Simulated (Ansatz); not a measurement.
Isolated molecules relaxed with PBE0-D4/def2-TZVP in Ansatz; ΔE leaves out vibrations. CCSD(T)/CBS is the MP2 limit (def2-TZVPP, def2-QZVPP) plus CCSD(T) − MP2 in def2-TZVPP, frozen cores. Functionals use def2-TZVPP. HSE06 is defined as in plane-wave codes. For Ge outer-core shells are correlated without core-valence functions, which leaves a few kJ/mol of doubt a bond. Scalar relativity is left out up to krypton. One conformer a species, not always the lowest.

`O[SiH](F)[O][GeH3]` + `CSCN` → `NC[S][GeH3]` + `CO[SiH](O)F`  (formal exchange of groups at a Ge–O bond)

```csv
level,ΔE (kcal/mol)
revPBE-D4,10.3
HSE06-D4,10.3
```

Task: What does CCSD(T)/CBS give? (An estimate is asked.)

Result: Ansatz gave: +12.0 kcal/mol. The listed levels differ from it by -1.7, -1.7 kcal/mol.

Largest T1 diagnostic among the species: 0.012.

Leaving LDA and LC-ωPBE aside and taking each functional with its dispersion term where it has one, the values, not all of them listed here, spread over 2.0 kcal/mol, from PBE-D4 to B2PLYP. LDA lies −0.9 kcal/mol from PBE without D4. At CCSD(T), def2-SVP lies −2.8 kcal/mol from the extrapolated value and def2-TZVPP −0.1 kcal/mol.
